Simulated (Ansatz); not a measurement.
Isomers of Na3I4⁻ (singlet), relaxed with r2SCAN-D4/def2-SVPD; total energies from Ansatz at RPA@PBE/def2-TZVPD.

| isomer | description | energy (Eh) |
| --- | --- | --- |
| A | point group C3v; 9 × I–Na 3.00 to 3.08 Å | -1675.92514 |
| B | point group Cs; 8 × I–Na 2.88 to 3.27 Å | -1675.90197 |
| C | point group not assigned; 7 × I–Na 2.85 to 3.10 Å | -1675.89767 |

In the def2 sets I takes a core potential; there is no spin–orbit coupling. Correlated methods freeze 19 core orbitals; core or outer-core shells of Na, I are correlated, in sets that lack core-valence functions.

The isomers come from a short search, and lower ones may exist.

Question: Work out the relative energies (1 Eh = 2625.5 kJ/mol) and the Boltzmann populations at 1200 K from electronic energies alone (R = 8.314 J/mol/K).

Answer: ΔE: A 0.0, B 60.8, C 72.1 kJ/mol. RT = 9.98 kJ/mol. Factors exp(−ΔE/RT): A 1, B 0.00226, C 0.000729; sum 1.003. Populations: A 99.7 %, B 0.2 %, C 0.1 %. Zero-point energy, vibrational entropy and symmetry numbers are left out and can shift these; an error of 4 kJ/mol changes a ratio by a factor of 1.5. Over the other density-functional and correlated levels in def2 sets, the gap between A and B ranges from 34 to 62 kJ/mol.
